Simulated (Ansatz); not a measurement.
Computed with Ansatz on PBE0-D4/def2-TZVP structures; ΔE is electronic, products minus reactants. CCSD(T)/CBS adds triple-zeta CCSD(T) − MP2 to the extrapolated MP2 energy (def2 sets, frozen cores). DFT in def2-TZVPP. B3LYP here is the variant with VWN-RPA as its local correlation; programs differ in this. Each species was taken in one conformer, which may not be the lowest.

Reaction (formal exchange of groups at a B–C bond): `BCC[SiH2]C` + `N=C(F)Cl` → `BC(=N)F` + `C[SiH2]CCCl`

```csv
level,ΔE (kJ/mol),difference from CCSD(T)/CBS
PBE0-D4,-0.1,10.8
B3LYP-D4,-7.3,3.6
ωB97X-V,-4.6,6.3
B2PLYP,-8.1,2.8
PBE0,-0.4,10.5
MP2/def2-TZVPP,-4.3,6.6
CCSD/def2-TZVPP,-9.3,1.6
HF/def2-QZVPP,-18.2,-7.3
SCS-MP2/def2-QZVPP,-10.3,0.6
MP2/CBS(def2),-6.9,4.0
CCSD(T)/CBS,-10.9,0
```

Largest T1 diagnostic among the species: 0.014.

In def2-TZVPP, CCSD(T) changes the Hartree–Fock value by +9.3 kJ/mol (the triples alone add +1.0 kJ/mol) and MP2 by +13.3 kJ/mol.
